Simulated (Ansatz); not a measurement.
Consider the formal exchange of groups at a Ge–B bond: `[BH2][GeH2][Cl]` + `COC(C)(C)C` → `C[O][GeH2][Cl]` + `BC(C)(C)C`.

Program: Ansatz. Geometries: PBE0-D4/def2-TZVP. ΔE: electronic, gas phase. CBS: MP2 limit from def2 TZ/QZ plus the TZ coupled-cluster correction, frozen cores. Functionals use def2-TZVPP. For Ge outer-core shells are correlated without core-valence functions, which leaves a few kJ/mol of doubt a bond. Scalar relativity is left out up to krypton. Each species was taken in one conformer, which may not be the lowest.

`[BH2][GeH2][Cl]`:

Z-matrix (Å, degrees):
```
Ge
Cl 1 2.168
B 1 2.053 2 111.0
H 1 1.539 2 105.7 3 122.5
H 1 1.539 2 105.7 3 -122.5
H 3 1.191 1 121.6 2 -0.2
H 3 1.195 1 118.7 2 179.8
```

`COC(C)(C)C`:

```xyz
18

C    -0.745   -1.972   -0.008
O    -1.086   -0.634    0.219
C    -0.056    0.342    0.050
C     1.083    0.111    1.036
C    -0.752    1.656    0.356
C     0.465    0.346   -1.383
H    -1.647   -2.557    0.176
H     0.038   -2.331    0.671
H    -0.423   -2.158   -1.041
H     0.693    0.046    2.055
H     1.635   -0.805    0.816
H     1.793    0.939    0.991
H    -1.149    1.643    1.373
H    -0.058    2.494    0.261
H    -1.584    1.810   -0.334
H     1.147    1.186   -1.531
H    -0.365    0.448   -2.086
H     1.014   -0.567   -1.621
```

`C[O][GeH2][Cl]`:

```xyz
9

C     0.130   -0.640    1.269
O    -0.207   -0.809   -0.089
Ge   -0.113    0.608   -1.142
Cl   -0.661   -0.120   -3.072
H     0.021   -1.608    1.762
H     1.168   -0.306    1.401
H    -0.531    0.076    1.775
H     1.331    1.131   -1.200
H    -1.138    1.666   -0.704
```

`BC(C)(C)C`:

Z-matrix (Å, degrees):
```
C
C 1 1.551
C 1 1.525 2 109.0
B 1 1.555 2 97.5 3 -119.5
C 1 1.525 2 109.0 3 120.9
H 2 1.094 1 112.4 3 57.9
H 2 1.096 1 108.5 3 -60.7
H 2 1.094 1 112.4 3 -179.3
H 3 1.094 1 111.2 2 -178.9
H 3 1.093 1 111.5 2 -58.7
H 3 1.096 1 110.9 2 61.6
H 4 1.199 1 120.4 2 86.7
H 4 1.199 1 120.4 2 -86.9
H 5 1.093 1 111.2 2 178.8
H 5 1.096 1 110.9 2 -61.7
H 5 1.093 1 111.4 2 58.6
```

| level | ΔE (eV) |
| --- | --- |
| PBE0-D4 | -0.79 |
| MP2/CBS(def2) | -0.95 |

(1) What does CCSD(T)/CBS give? (Best estimate.)

Largest T1 diagnostic among the species: 0.011.

Results:

(1) Computed: -0.83 eV. The listed levels differ from it by 0.04, -0.12 eV.

At CCSD(T), def2-SVP lies +0.04 eV from the extrapolated value and def2-TZVPP −0.01 eV. Leaving LDA and LC-ωPBE aside and taking each functional with its dispersion term where it has one, the values, not all of them listed here, spread over 0.10 eV, from B2PLYP to PBE-D4. LDA lies +0.08 eV from PBE without D4.
